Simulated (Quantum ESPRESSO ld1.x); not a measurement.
Initial-state core-level shifts of neutral phosphorus when its valence configuration changes from [Ne] 3s2 3p3. Calculated with ld1.x of Quantum ESPRESSO 7.5: non-relativistic Kohn-Sham, LDA (Slater exchange, VWN5 correlation), spin-polarised, spherical densities, point nucleus; open shells are filled with parallel spins first. Shifts are changes of the shell-averaged eigenvalues in eV (positive: less bound).

valence,1s,2s,2p
3s1 3p4,-1.605,-1.587,-1.570
3p5,-3.322,-3.245,-3.215
3s0.5 3p4.5,-2.524,-2.469,-2.446
3s1.5 3p3.5,-0.805,-0.796,-0.787
